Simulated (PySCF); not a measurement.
H$_{3}$AlFN, singlet, at a GFN2-xTB geometry (such geometries of metal compounds can be far from the true shape); DF-CAMB3LYP/def2-TZVPPD in PySCF.

The PySCF input:
```python
from pyscf import gto, scf, dft

mol = gto.M(
    atom='''
Al   -0.25334326   -0.14142121   -0.33021277
H    -1.11044474   -0.70206038   -1.43833247
F    -0.12667202    1.50272711   -0.33824482
N     0.55568317   -1.14647491    0.88457760
H     1.13726905   -0.80422151    1.64069174
H     0.51690401   -2.15446208    0.94256689
''',
    basis='def2-tzvppd',
    verbose=4,
    max_memory=1800,
)

mf = dft.RKS(mol)
mf.xc = 'camb3lyp'
mf = mf.density_fit(auxbasis='def2-universal-jkfit')
mf.kernel()
```

Question: What does PySCF print? Leave out banner, timings and long lists.

Answer: 
```
PySCF version 2.14.0

[INPUT] verbose = 4
[INPUT] num. atoms = 6
[INPUT] num. electrons = 32
[INPUT] charge = 0
[INPUT] spin (= nelec alpha-beta = 2S) = 0
[INPUT] symmetry False subgroup None
[INPUT] Mole.unit = angstrom
[INPUT] Symbol           X                Y                Z      unit          X                Y                Z       unit  Magmom
[INPUT]  1 Al    -0.253343260000  -0.141421210000  -0.330212770000 AA   -0.478749376904  -0.267247355105  -0.624011698134 Bohr   0.0
[INPUT]  2 H     -1.110444740000  -0.702060380000  -1.438332470000 AA   -2.098436435064  -1.326701841108  -2.718054444369 Bohr   0.0
[INPUT]  3 F     -0.126672020000   1.502727110000  -0.338244820000 AA   -0.239375425445   2.839742677859  -0.639190072853 Bohr   0.0
[INPUT]  4 N      0.555683170000  -1.146474910000   0.884577600000 AA    1.050089003330  -2.166523588585   1.671609399925 Bohr   0.0
[INPUT]  5 H      1.137269050000  -0.804221510000   1.640691740000 AA    2.149127034444  -1.519758397384   3.100458043436 Bohr   0.0
[INPUT]  6 H      0.516904010000  -2.154462080000   0.942566890000 AA    0.976807011589  -4.071343276961   1.781193276183 Bohr   0.0

nuclear repulsion = 99.5831607582356
number of shells = 64
number of NR pGTOs = 233
number of NR cGTOs = 176
basis = def2-tzvppd
ecp = {}

******** <class 'pyscf.df.df_jk.DFRKS'> ********
method = DFRKS
initial guess = minao
damping factor = 0
level_shift factor = 0
DIIS = <class 'pyscf.scf.diis.CDIIS'>
diis_start_cycle = 1
diis_space = 8
diis_damp = 0
SCF conv_tol = 1e-09
SCF conv_tol_grad = None
SCF max_cycles = 50
direct_scf = False
XC library pyscf.dft.libxc version 7.1.2
    S. Lehtola, C. Steigemann, M. J. T. Oliveira, and M. A. L. Marques,  SoftwareX 7, 1–5 (2018)
XC functionals = camb3lyp
    T. Yanai, D. P. Tew, and N. C. Handy,  Chem. Phys. Lett. 393, 51 (2004)
radial grids:
    Treutler-Ahlrichs [JCP 102, 346 (1995); DOI:10.1063/1.469408] (M4) radial grids

becke partition: Becke, JCP 88, 2547 (1988); DOI:10.1063/1.454033
pruning grids: <function nwchem_prune>
grids dens level: 3
symmetrized grids: False
atomic radii adjust function: <function treutler_atomic_radii_adjust>
small_rho_cutoff = 0
Set gradient conv threshold to 3.16228e-05
Initial guess from minao.
tot grids = 76768
******** <class 'pyscf.df.df.DF'> ********
auxbasis = def2-universal-jkfit
Create RSH-DF object <pyscf.df.df.DF object> for omega=0.33
******** <class 'pyscf.df.df.DF'> ********
auxbasis = auxmol.basis = def2-universal-jkfit
init E= -398.864057552612
  HOMO = -0.333698928616009  LUMO = -0.043346288029347  gap/eV = 7.90090
cycle= 1 E= -398.881742587892  delta_E= -0.0177  |g|= 0.749  |ddm|= 1.92
  HOMO = -0.253951748449453  LUMO = 0.0164009278438543  gap/eV = 7.35667
cycle= 2 E= -398.806087537851  delta_E= 0.0757  |g|= 1.07  |ddm|= 0.96
  HOMO = -0.336223703851559  LUMO = 0.00777344741511792  gap/eV = 9.36064
cycle= 3 E= -398.983866162962  delta_E= -0.178  |g|= 0.0497  |ddm|= 0.52
  HOMO = -0.347331343843573  LUMO = 0.00756974623485905  gap/eV = 9.65735
cycle= 4 E= -398.984121120274  delta_E= -0.000255  |g|= 0.0395  |ddm|= 0.0545
  HOMO = -0.340788357761362  LUMO = 0.00831627799458331  gap/eV = 9.49962
cycle= 5 E= -398.98440505108  delta_E= -0.000284  |g|= 0.00556  |ddm|= 0.0227
  HOMO = -0.341681035512842  LUMO = 0.00818111975811302  gap/eV = 9.52023
cycle= 6 E= -398.984412754133  delta_E= -7.7e-06  |g|= 0.000797  |ddm|= 0.00553
  HOMO = -0.341703575474213  LUMO = 0.00814489387510559  gap/eV = 9.51986
cycle= 7 E= -398.984413036924  delta_E= -2.83e-07  |g|= 0.000179  |ddm|= 0.00113
  HOMO = -0.341704489224377  LUMO = 0.00814442270013591  gap/eV = 9.51987
cycle= 8 E= -398.984413049944  delta_E= -1.3e-08  |g|= 3.84e-05  |ddm|= 0.000281
  HOMO = -0.341708198064651  LUMO = 0.0081431042271427  gap/eV = 9.51994
cycle= 9 E= -398.984413050657  delta_E= -7.13e-10  |g|= 1.06e-05  |ddm|= 8.12e-05
  HOMO = -0.341710446584941  LUMO = 0.00814272752568138  gap/eV = 9.51999
Extra cycle  E= -398.984413050682  delta_E= -2.51e-11  |g|= 1.14e-05  |ddm|= 1.83e-05
converged SCF energy = -398.984413050682
```
